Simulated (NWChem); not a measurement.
# C2H8Si; SMILES C[SiH2]C

Results from NWChem. Coordinates come from a PBE0/def2-SVP optimisation.

### Question
Estimate the computed values for CAM-B3LYP/def2-TZVPD. Quantities: highest occupied level (eV); orbital gap (eV); dipole (D).

### Answer
The highest occupied level (eV) is -10.20, the orbital gap (eV) is 11.10 and the dipole (D) is 0.75.
